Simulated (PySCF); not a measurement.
Compound: C₆H₈B₂.
Atom-mapped SMILES: `[CH2:1]=[CH:2][B:3]1[CH:4]=[CH:5][BH:6][CH:7]=[CH:8]1`

Probes without a nucleus sit at each ring's centroid and 1 Å off its mean plane on both sides; NICS is minus the shielding there, NICSzz its component along the normal. Level: GIAO PBE0/pcSseg-1 (PySCF, non-relativistic, gas phase) on the PBE0-D3(BJ)/def2-SVP geometry, one conformer.

Ring bond lengths (Å), with Mayer bond orders in brackets: B3–C4 1.572 (0.94), C4–C5 1.354 (1.83), C5–B6 1.565 (0.99), B6–C7 1.564 (0.99), C7–C8 1.354 (1.84), C8–B3 1.574 (0.94).

What do the NICS probes read (ppm)?

| ring | type | NICS(0) | NICS(1), two faces | NICS(1)zz, two faces | rms pucker (Å) | centre to ring atoms, mean (Å) |
| --- | --- | --- | --- | --- | --- | --- |
| B3–C4–C5–B6–C7–C8 | 6-membered ring with 2 B; formal bonds 2 double, 4 single | 10.5 | 3.4 / 3.3 | 15.2 / 15.2 | 0.01 | 1.50 |

What can be read from them?

- B3–C4–C5–B6–C7–C8: mean NICS(1)zz 15.2 ppm, deshielded. NICS(0) lies 7 ppm above the mean NICS(1).

How do the values depend on the level or the medium?

```json
{"level": "PBE0/pcSseg-1, gas", "NICS(0), B3–C4–C5–B6–C7–C8": "10.5", "mean NICS(1)zz, B3–C4–C5–B6–C7–C8": "15.2"}
{"level": "mPW1PW91/pcSseg-1, gas", "NICS(0), B3–C4–C5–B6–C7–C8": "10.4", "mean NICS(1)zz, B3–C4–C5–B6–C7–C8": "15.1"}
{"level": "PBE0/pcSseg-1, IEF-PCM benzene", "NICS(0), B3–C4–C5–B6–C7–C8": "10.5", "mean NICS(1)zz, B3–C4–C5–B6–C7–C8": "15.0"}
{"level": "PBE0/pcSseg-1, IEF-PCM dichloromethane", "NICS(0), B3–C4–C5–B6–C7–C8": "10.4", "mean NICS(1)zz, B3–C4–C5–B6–C7–C8": "14.8"}
```

The geometry is the same throughout; the continuum's cavity takes Bondi-type radii × 1.2.

Conformer computed: `[CH2:1]=[CH:2][B:3]1[CH:4]=[CH:5][BH:6][CH:7]=[CH:8]1`: C1–C2–B3–C4 176°.
